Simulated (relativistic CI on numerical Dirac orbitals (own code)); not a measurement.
# Zn III: q coefficients and field-shift factors

These numbers are calculated, not measured: Dirac-Coulomb-Breit CI, separate exchange-only KLI orbitals for each configuration, valence Slater integrals scaled by 0.85, P86 correlation energy added to each configuration, derivatives by finite differences, QED left out (own radial code, finite nucleus).

Configurations in the expansion (outside the closed core [Ar]): 3d¹⁰, 3d⁹4s, 3d⁹4p, 3d⁸4s², 3d⁹4d, 3d⁸4s4p, 3d⁹4f, 3d⁸4p². Levels of other configurations are missing.

With x = (α/α₀)² − 1 an excitation energy changes as ω = ω₀ + qx; K = 2q/ω₀ is the relative enhancement. Terms are leading LS components, so labels can repeat. The field-shift factor is F = δν/δ⟨r²⟩ for the transition from the lowest level.

Lowest level 3d¹⁰ ¹S0.

```tsv
Level	ω₀ (cm⁻¹)	q (cm⁻¹)	K	F (GHz/fm²)
3d⁹4s ³D3	71391.8	-7128	-0.2	2.78
3d⁹4s ³D2	72573.4	-6328	-0.174	2.77
3d⁹4s ³D1	74064.1	-4501	-0.122	2.79
3d⁹4s ¹D2	76970.6	-5070	-0.132	2.67
3d⁹4p ³P°2	129614.9	-4857	-0.0749	0.78
3d⁹4p ³P°1	131687.2	-2846	-0.0432	0.785
3d⁹4p ³F°3	132382.2	-5101	-0.0771	0.777
3d⁹4p ³F°4	132831.1	-4035	-0.0607	0.77
3d⁹4p ³P°0	132933.6	-1419	-0.0213	0.791
3d⁹4p ³F°2	134075.2	-3071	-0.0458	0.786
3d⁹4p ¹F°3	136007.8	-3009	-0.0442	0.781
3d⁹4p ¹D°2	136786.3	-4064	-0.0594	0.784
3d⁹4p ³D°3	137250.3	-2726	-0.0397	0.785
3d⁹4p ³D°1	138735.6	-2121	-0.0306	0.793
3d⁹4p ³D°2	139237.6	-1725	-0.0248	0.794
3d⁹4p ¹P°1	139815.1	-3045	-0.0436	0.763
3d⁸4s² ³F4	178619.6	-15100	-0.169	6.04
3d⁸4s² ³F3	180981.9	-12730	-0.141	6.05
3d⁸4s² ³F2	182496.2	-11480	-0.126	6.06
3d⁸4s² ¹D2	196829.6	-14220	-0.145	6.02
3d⁸4s² ³P2	200936.1	-11940	-0.119	5.8
3d⁸4s² ³P1	201329.8	-11700	-0.116	5.52
3d⁸4s² ³P0	201762.6	-11820	-0.117	5.75
```

For a near-neutral ion this model can misplace configurations by up to about 10,000 cm⁻¹ (more where the count of f electrons changes) and terms by 10 to 25 % of their spread. Rates follow the energies as ν³ (E1, M1) or ν⁵ (E2), so they and the lifetimes can be off by large factors. The fine structure of a lone outer electron comes out too small, for d and f at times inverted, and misplaced configurations move strength between like terms.
